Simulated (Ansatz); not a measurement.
The inner images of a band of FH2InO2 + H4Si (11 atoms, charge 0, multiplicity 1) are given out of order.

Level of theory: Ansatz 0.2.0, RKS PBE0/def2-SVP.

Initial state:

```xyz
11
Properties=species:S:1:pos:R:3
In 1.330 0.539 -0.430
F 2.729 -0.815 -0.234
O -0.104 0.203 -1.780
O 1.566 2.286 0.491
H -0.111 -0.598 0.948
Si -1.484 -1.106 0.535
H -0.580 1.014 -1.994
H 2.343 2.271 1.063
H -2.331 0.060 0.167
H -1.341 -2.115 -0.544
H -2.018 -1.739 1.778
```

Final state:

```xyz
11
Properties=species:S:1:pos:R:3
In 0.196 -0.038 -0.666
F 2.126 -0.587 -0.301
O 0.122 0.857 -2.447
O 1.317 1.533 0.705
H 2.035 0.859 0.591
Si -1.700 -1.156 0.617
H 1.003 1.075 -2.774
H 1.138 1.593 1.650
H -2.859 -0.220 0.730
H -2.137 -2.392 -0.096
H -1.241 -1.522 1.991
```

Question: Put them in order from the first end to the last, with their energies above the first end.
A.
```xyz
11
Properties=species:S:1:pos:R:3
In 0.081 0.623 -0.474
F 1.698 -1.262 -0.085
O 0.229 0.801 -2.458
O 1.424 1.818 0.450
H 2.062 -1.032 0.735
Si -1.622 -0.908 0.640
H 0.860 1.485 -2.713
H 1.122 2.175 1.293
H -2.971 -0.275 0.719
H -1.713 -2.181 -0.135
H -1.171 -1.245 2.029
```
B.
```xyz
11
Properties=species:S:1:pos:R:3
In 0.014 0.355 -0.573
F 1.900 -0.871 0.103
O 0.166 0.875 -2.486
O 1.502 1.402 0.499
H 2.002 0.068 0.500
Si -1.700 -1.064 0.644
H 0.897 1.482 -2.647
H 1.246 1.853 1.312
H -3.051 -0.434 0.692
H -1.772 -2.368 -0.078
H -1.206 -1.296 2.034
```
C.
```xyz
11
Properties=species:S:1:pos:R:3
In 0.715 0.627 -0.490
F 1.757 -1.135 0.112
O 0.351 0.616 -2.440
O 1.217 2.202 0.614
H 0.546 -1.253 0.392
Si -1.233 -1.103 0.688
H 0.273 1.513 -2.788
H 1.596 1.940 1.461
H -2.024 0.145 0.393
H -1.849 -2.210 -0.099
H -1.348 -1.343 2.157
```
D.
```xyz
11
Properties=species:S:1:pos:R:3
In 1.282 0.569 -0.539
F 2.659 -0.770 -0.154
O 0.202 0.378 -2.197
O 1.180 2.157 0.657
H 0.086 -1.065 0.530
Si -1.419 -1.125 0.649
H -0.225 1.212 -2.427
H 1.818 2.083 1.377
H -1.985 0.212 0.326
H -1.901 -2.171 -0.289
H -1.697 -1.480 2.069
```
E.
```xyz
11
Properties=species:S:1:pos:R:3
In 0.307 0.681 -0.396
F 1.855 -1.212 0.112
O 0.288 0.682 -2.396
O 1.362 2.186 0.410
H 1.155 -1.757 0.390
Si -1.480 -0.828 0.673
H 0.660 1.484 -2.778
H 1.477 2.089 1.362
H -2.709 0.010 0.673
H -1.734 -2.070 -0.125
H -1.182 -1.265 2.075
```

Answer: D (+0.06 eV), C (+1.05 eV), E (0.00 eV), A (-0.16 eV), B (-0.79 eV).

The run took 14 min on 2 threads of Arm Neoverse N1, with other jobs on the host, peak memory 0.29 GiB.
